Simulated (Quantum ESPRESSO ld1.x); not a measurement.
Results of a calculation; reference values are marked as such.
All-electron atom: N+ in [He] 2s2 2p2. Code: ld1.x of Quantum ESPRESSO 7.5. Model: non-relativistic Kohn-Sham, LDA (Slater exchange, VWN5 correlation), spin-polarised, spherical densities, point nucleus; open shells are filled with parallel spins first. Some entries of the table are withheld. Estimate them.

orbital  occ.  eigenvalue (hartree)  <r> (bohr)  <r^2> (bohr^2)
1s up       1              -14.6386      0.2317         0.07263
1s down     1              -14.5842      0.2308         0.07204
2s up       1                   (1)       1.240           1.838
2s down     1                   (2)       1.279           1.965
2p up       2              -0.81315       1.248           1.965
2p down     0              -0.68135       1.328           2.249
3s up       0              -0.20454       4.194           20.31
3s down     0              -0.18838       4.446           22.81
3p up       0                   (3)       5.106           30.56
3p down     0                   (4)       5.528           35.76

Answer. 
(1) 2s up eigenvalue (hartree): -1.23148
(2) 2s down eigenvalue (hartree): -1.10056
(3) 3p up eigenvalue (hartree): -0.13473
(4) 3p down eigenvalue (hartree): -0.12328
